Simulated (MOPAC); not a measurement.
Input for MOPAC: PM6 on CH3F2In (SMILES [CH3][In]([F])[F]), a point of a torsion scan.

```
PM6 1SCF PRECISE CHARGE=0 THREADS=1
CH3F2In

C     -1.13808117 1    -0.10550841 1    -0.00078491 1
In     1.07401438 1     0.10128400 1     0.01484074 1
F      2.32769791 1    -1.39792379 1    -0.24343475 1
F      2.07402964 1     1.77892055 1     0.28369567 1
H     -1.49080956 1     0.22811708 1     0.96745819 1
H     -1.33884974 1    -1.15467914 1    -0.17622782 1
H     -1.50607821 1     0.52666442 1    -0.79963467 1
```

It printed:

```
*******************************************************************************
 **                                                                           **
 **                              MOPAC v23.2.5                                **
 **                                                                           **
 *******************************************************************************
 ** MOPAC's Digital Object Identifier: https://doi.org/10.5281/zenodo.6511958 **
 **                                                                           **
 ** Please cite the open-source release paper for use of this MOPAC version:  **
 ** J. E. Moussa and J. J. P. Stewart (2026)                                  **
 ** MOPAC: An open-source semiempirical molecular orbital program             **
 ** J. Open Source Softw., 11(119), 8025, https://doi.org/10.21105/joss.08025 **
 *******************************************************************************

                              PM6 CALCULATION RESULTS

 *******************************************************************************
 *  PM6        - The PM6 Hamiltonian to be used
 *
 *
 *
 *                 CHARGE ON SYSTEM = 0
 *
 *
 *
 *  PRECISE    - TIGHTER CRITERIA TO BE USED
 *  1SCF       - DO 1 SCF AND THEN STOP
 *  THREADS=1  - MULTI-THREADING NOT USED
 *  T=         - A TIME OF 172800.0 SECONDS REQUESTED
 *  DUMP=N     - RESTART FILE WRITTEN EVERY 7200.0 SECONDS REQUESTED
 *******************************************************************************
PM6 1SCF PRECISE CHARGE=0 THREADS=1
 CH3F2In

   ATOM   CHEMICAL          X               Y               Z
  NUMBER   SYMBOL      (ANGSTROMS)     (ANGSTROMS)     (ANGSTROMS)

     1       C         -1.13808117  *  -0.10550841  *  -0.00078491  *
     2      In          1.07401438  *   0.10128400  *   0.01484074  *
     3       F          2.32769791  *  -1.39792379  *  -0.24343475  *
     4       F          2.07402964  *   1.77892055  *   0.28369567  *
     5       H         -1.49080956  *   0.22811708  *   0.96745819  *
     6       H         -1.33884974  *  -1.15467914  *  -0.17622782  *
     7       H         -1.50607821  *   0.52666442  *  -0.79963467  *



          CARTESIAN COORDINATES

    NO.       ATOM           X           Y           Z

     1         C         -1.1381     -0.1055     -0.0008
     2        In          1.0740      0.1013      0.0148
     3         F          2.3277     -1.3979     -0.2434
     4         F          2.0740      1.7789      0.2837
     5         H         -1.4908      0.2281      0.9675
     6         H         -1.3388     -1.1547     -0.1762
     7         H         -1.5061      0.5267     -0.7996

 General Reference for PM6:
 "Optimization of Parameters for Semiempirical Methods V: Modification of NDDO Approximations
 and Application to 70 Elements", J. J. P. Stewart, J. Mol. Mod., 13, 1173-1213 (2007)
 URL: https://link.springer.com/article/10.1007/s00894-007-0233-4

           Empirical Formula: C H3 In F2  =     7 atoms



      MOLECULAR POINT GROUP   :   Cs


      RHF CALCULATION, NO. OF DOUBLY OCCUPIED LEVELS = 12


 -------------------------------------------------------------------------------
 PM6 1SCF PRECISE CHARGE=0 THREADS=1
 CH3F2In



     1SCF WAS SPECIFIED, SO BFGS WAS NOT USED
     SCF FIELD WAS ACHIEVED


                              PM6 CALCULATION
                                                       MOPAC v23.2.5 Linux




          FINAL HEAT OF FORMATION =       -114.19718 KCAL/MOL =    -477.80102 KJ/MOL


          COSMO AREA              =        114.56 SQUARE ANGSTROMS
          COSMO VOLUME            =         96.75 CUBIC ANGSTROMS

          IONIZATION POTENTIAL    =         12.158741 EV
          HOMO LUMO ENERGIES (EV) =        -12.159 -0.704
          NO. OF FILLED LEVELS    =         12
          MOLECULAR WEIGHT        =        167.8515         POINT GROUP:  Cs

          MOLECULAR DIMENSIONS (Angstroms)

            Atom       Atom       Distance
            H     6    F     4     4.52386
            F     3    H     7     3.97726
            F     3    H     5     1.74529


          SCF CALCULATIONS        =          1





   ATOM   CHEMICAL          X               Y               Z
  NUMBER   SYMBOL      (ANGSTROMS)     (ANGSTROMS)     (ANGSTROMS)

     1       C         -1.13808117  *  -0.10550841  *  -0.00078491  *
     2      In          1.07401438  *   0.10128400  *   0.01484074  *
     3       F          2.32769791  *  -1.39792379  *  -0.24343475  *
     4       F          2.07402964  *   1.77892055  *   0.28369567  *
     5       H         -1.49080956  *   0.22811708  *   0.96745819  *
     6       H         -1.33884974  *  -1.15467914  *  -0.17622782  *
     7       H         -1.50607821  *   0.52666442  *  -0.79963467  *

                             CARTESIAN COORDINATES

   1    C       -1.138081170    -0.105508410    -0.000784910
   2   In        1.074014380     0.101284000     0.014840740
   3    F        2.327697910    -1.397923790    -0.243434750
   4    F        2.074029640     1.778920550     0.283695670
   5    H       -1.490809560     0.228117080     0.967458190
   6    H       -1.338849740    -1.154679140    -0.176227820
   7    H       -1.506078210     0.526664420    -0.799634670


           Empirical Formula: C H3 In F2  =     7 atoms



      MOLECULAR POINT GROUP   :   Cs


                  EIGENVALUES
 -39.11927 -38.97133 -24.96342 -15.49806 -15.19832 -15.16970 -15.01207 -14.93547
 -14.76117 -14.66916 -13.57381 -12.15874  -0.70425   0.39439   1.47538   1.51382
   5.18882   5.24524   5.97576


              NET ATOMIC CHARGES AND DIPOLE CONTRIBUTIONS

  ATOM NO.   TYPE          CHARGE      No. of ELECS.   s-Pop       p-Pop
    1          C          -0.519821        4.5198     1.11330     3.40653
    2         In           0.804074        2.1959     0.97587     1.22006
    3          F          -0.392033        7.3920     1.97759     5.41444
    4          F          -0.388951        7.3890     1.97766     5.41129
    5          H           0.165002        0.8350     0.83500
    6          H           0.166719        0.8333     0.83328
    7          H           0.165010        0.8350     0.83499
 DIPOLE           X         Y         Z       TOTAL
 POINT-CHG.    -4.716    -0.363    -0.020     4.730
 HYBRID         1.059     0.098     0.007     1.064
 SUM           -3.657    -0.265    -0.013     3.666


          ATOMIC ORBITAL ELECTRON POPULATIONS

     Atom    s        px        py        pz
    1  C   1.11330   1.05062   1.17747   1.17843
    2 In   0.97587   0.70484   0.45813   0.05709
    3  F   1.97759   1.77356   1.66794   1.97294
    4  F   1.97766   1.85222   1.58683   1.97224
    5  H   0.83500
    6  H   0.83328
    7  H   0.83499

 **********************
 *                    *
 * JOB ENDED NORMALLY *
 *                    *
 **********************




 == MOPAC DONE ==
```

The run finished.

Cost: around 0.04 core-seconds (rough).
